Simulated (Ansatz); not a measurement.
Pd3Au2⁺. The state is a doublet with charge 1. Geometry r2SCAN-D4/def2-SVP; atoms count from 1.

```csv
atom,x (Å),y (Å),z (Å)
Pd1,0.115,-0.555,2.519
Pd2,-0.302,-1.913,-1.783
Pd3,0.301,1.923,1.813
Au4,-0.120,0.533,-2.565
Au5,0.005,0.012,0.015
```

In the def2 sets Au, Pd take a core potential; there is no spin–orbit coupling. The charge 1 doublet is spin-contaminated (final ⟨S²⟩ up to 1.67, 0.75 for a pure state). No other spin state of charge 1 was run. The geometry of the doublet was relaxed on an unsound state (⟨S²⟩ 1.50, where a pure state has 0.75). Another isomer (doublet) lies 1.30 eV lower at PBE0-D4/def2-TZVP; other spin states weren't run for this one.

Estimate the Mulliken populations from the PBE0/def2-TZVP orbitals of Ansatz.


| atom | charge (e) | spin (α − β) | d electrons |
| --- | --- | --- | --- |
| Pd1 | 0.09 | -0.65 | 9.18 |
| Pd2 | 0.16 | 0.79 | 9.18 |
| Pd3 | 0.30 | 0.74 | 9.20 |
| Au4 | 0.42 | 0.07 | 9.75 |
| Au5 | 0.03 | 0.04 | 9.74 |
Mulliken values and Mayer orders depend strongly on the basis.

Where does the spin sit?

Summed by element: Pd 0.89, Au 0.11, of 1 unpaired in all. Largest on single atoms: Pd2 0.79, Pd3 0.74, Pd1 -0.65.

And the Mayer bond orders between bonded heavy atoms (over 0.3)?

Pd1–Pd3 0.80 (2.58 Å); Pd1–Au5 0.43 (2.57 Å); Pd2–Au4 0.70 (2.57 Å); Pd2–Au5 0.46 (2.65 Å); Au4–Au5 0.42 (2.63 Å).
